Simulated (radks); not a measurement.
Values are calculated unless marked as measured or tabulated.
Q: Ionisation of the ytterbium ion Yb63+, [He] 2s2 2p3, to Yb64+, [He] 2s2 2p2, under several functionals. Scalar-relativistic Kohn-Sham, spin-polarised, spherical densities, finite nucleus; open shells are filled with parallel spins first (spin-orbit coupling, left out, can overturn this in heavy ions); a radial shooting solver on a logarithmic mesh with Libxc functionals. Known Delta-SCF values: exchange-only B88 15138.7 eV. What does BLYP give, and what is its highest occupied eigenvalue?

A: 15139.9 eV by Delta-SCF; the 2p eigenvalue is -14984.9 eV. NIST: 14752 eV (theoretical).
